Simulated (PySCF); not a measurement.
Ta(O)(OH)3 (H3O4Ta), SMILES [Ta]([OH])(=[O])([OH])[OH], multiplicity 1. Geometry: PBE-D3(BJ)/def2-SVP. The spin state was assumed, not searched. The def2 effective core potentials stand for the cores of Ta; spin–orbit coupling is left out. Other conformers were not sampled.

Computed equilibrium geometry at PBE-D3(BJ)/def2-SVP (PySCF confirms it by a frequency run) as Cartesian coordinates in Å, and its point group (one conformer of several):
point group C3v.
```xyz
8

Ta     0.0000     0.0000    -0.0084
O      0.0000     0.0000    -1.7517
O     -1.5829     0.9139     0.5986
H     -2.2986     1.3271     0.0872
O      1.5829     0.9139     0.5986
H      2.2986     1.3271     0.0872
O      0.0000    -1.8278     0.5986
H      0.0000    -2.6542     0.0872
```
